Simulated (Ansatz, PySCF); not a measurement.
Molecule: CH$_{2}$NS, net charge 0, doublet state. It need not be the lowest isomer of its formula. 
Geometry from a B3LYP-D3(BJ)/def2-TZVP (Ansatz, a program for electronic structure) optimisation:
SMILES: N[C]=S
```xyz
5

C      0.0343    -0.5792    -0.1118
N     -1.1545    -1.1053     0.0715
S      0.6961     0.8659    -0.0074
H     -1.3063    -2.0909    -0.0695
H     -1.9562    -0.5513     0.3579
```
Charge 0, spin multiplicity 2.

Dipole moments at this geometry, in debye (magnitudes).

```json
[
 {"level": "SVWN5/def2-TZVPD", "program": "Ansatz", "dipole (D)": "3.54"},
 {"level": "BLYP/def2-TZVPD", "program": "Ansatz", "dipole (D)": "3.48"},
 {"level": "r2SCANh/def2-TZVPD", "program": "Ansatz", "dipole (D)": "[?]"},
 {"level": "r2SCAN0/def2-TZVPD", "program": "Ansatz", "dipole (D)": "3.83"},
 {"level": "MN15/def2-TZVPD", "program": "PySCF", "dipole (D)": "3.75"},
 {"level": "CCSD(T)/aug-cc-pV(D+d)Z", "program": "Ansatz", "dipole (D)": "[?]"}
]
```

Task: What belongs in the gaps?

Result: 
- r2SCANh/def2-TZVPD, dipole (D): 3.78
- CCSD(T)/aug-cc-pV(D+d)Z, dipole (D): 3.57
